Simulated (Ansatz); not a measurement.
Molecular dynamics of FH3O3Si

Input:

```yaml
crystal:
  periodic: [false, false, false]
  atoms:
    - { symbol: Si, position_ang: [-0.129943, -0.190559, -0.066549] }
    - { symbol: F, position_ang: [-0.022797, 0.041047, 1.536831] }
    - { symbol: O, position_ang: [1.336009, -0.65836, -0.630804] }
    - { symbol: H, position_ang: [2.07766, -0.053767, -0.512531] }
    - { symbol: O, position_ang: [-0.58558, 1.21582, -0.774038] }
    - { symbol: H, position_ang: [-1.439938, 1.587643, -0.526751] }
    - { symbol: O, position_ang: [-1.244971, -1.355463, -0.359787] }
    - { symbol: H, position_ang: [-1.083239, -2.234862, 0.000428] }
basis:
  gaussian: { orbitals: def2-SVP }
hamiltonian:
  xc: b3lyp
  dispersion: d4
md:
  timestep: 1.0
  n_steps: 150
  ensemble: nvt_langevin
  temperature: 1000.0
  initial_velocities: maxwell_boltzmann
  seed: 187411
  friction: 0.05
  masses: [{ species: H, mass: 10.0 }]
```

Command:

```bash
$ ansatz run input.yaml --threads 2 --pin off --max-ram 3072MiB --backend cpu --events-out ev --progress --plain --runs-dir out
```

It starts from a relaxed structure.

Output, in part (step lines, the closing report, with atoms numbered from 0):

```
md step     0: t =     0.00 fs  T =   875.0 K  F+E_penalty+E_count = -16781.19117382 eV  E_kin = 0.904820 eV  (24 SCF iters)
md step     1: t =     1.00 fs  T =   686.8 K  F+E_penalty+E_count = -16781.17197334 eV  E_kin = 0.710209 eV  (24 SCF iters)
md step     2: t =     2.00 fs  T =   618.7 K  F+E_penalty+E_count = -16781.12326277 eV  E_kin = 0.639751 eV  (24 SCF iters)
md step     3: t =     3.00 fs  T =   583.2 K  F+E_penalty+E_count = -16781.06462320 eV  E_kin = 0.603101 eV  (24 SCF iters)
md step     4: t =     4.00 fs  T =   510.4 K  F+E_penalty+E_count = -16781.00477268 eV  E_kin = 0.527749 eV  (24 SCF iters)
md step     5: t =     5.00 fs  T =   571.4 K  F+E_penalty+E_count = -16780.94115595 eV  E_kin = 0.590864 eV  (25 SCF iters)
md step     6: t =     6.00 fs  T =   520.2 K  F+E_penalty+E_count = -16780.88132490 eV  E_kin = 0.537904 eV  (25 SCF iters)
md step     7: t =     7.00 fs  T =   409.2 K  F+E_penalty+E_count = -16780.83692771 eV  E_kin = 0.423124 eV  (25 SCF iters)
[... lines left out ...]
Total energy: -16780.70070017 eV, -616.6793763639 hartree
Atom 0 at    -0.394564    -0.137668     0.270436 Å, force    -1.362998     1.456987     1.422816 eV/Å
Atom 1 at    -0.542867     0.125907     1.967637 Å, force     0.504402    -0.964893    -2.814414 eV/Å
Atom 2 at     1.003681    -0.758635    -0.288694 Å, force     1.371707     1.271354    -1.220339 eV/Å
Atom 3 at     1.287244    -0.215975    -1.098794 Å, force    -0.368457    -1.147754     1.694469 eV/Å
Atom 4 at    -0.575517     1.376717    -0.409732 Å, force     0.326752    -0.810900     0.182016 eV/Å
Atom 5 at    -1.426800     1.819122    -0.344512 Å, force    -0.110008    -0.005245     0.082996 eV/Å
Atom 6 at    -1.576157    -1.120397    -0.328971 Å, force    -0.459690    -0.455839     0.859083 eV/Å
Atom 7 at    -1.654437    -2.039642    -0.005339 Å, force     0.098292     0.656289    -0.206625 eV/Å
Dipole moment:    -0.167756    -0.091501    -0.276256 e Å
```

The steps, from the saved trajectory:

```csv
time (fs),T (K),potential energy less start (eV)
0,875,0.000
5,571,0.250
10,588,0.392
15,571,0.464
20,855,0.482
25,876,0.427
30,655,0.393
35,631,0.323
40,558,0.527
45,853,0.420
50,852,0.485
55,892,0.762
60,866,0.810
65,920,0.760
70,614,0.728
75,651,0.555
80,791,0.372
85,730,0.427
90,791,0.596
95,975,0.536
100,868,0.299
105,1009,0.287
110,758,0.417
115,992,0.366
120,551,0.587
125,857,0.605
130,1015,0.475
135,933,0.609
140,1053,0.627
145,1281,0.610
150,1408,0.491
```

All steps were run. A run of 0.15 ps of so small a system gives no equilibrium averages.

The same pairs are bonded in the first frame and the last. Pairs count as bonded within 1.25 times the sum of covalent radii (0.12 Å more for H–H).

Last frame:

```xyz
8
Properties=species:S:1:pos:R:3
Si -0.395 -0.138 0.270
F -0.543 0.126 1.968
O 1.004 -0.759 -0.289
H 1.287 -0.216 -1.099
O -0.576 1.377 -0.410
H -1.427 1.819 -0.344
O -1.576 -1.120 -0.329
H -1.654 -2.040 -0.005
```

The run took 4.2 min on 2 threads of Arm Neoverse V2, on a shared host, peak memory 0.13 GiB.
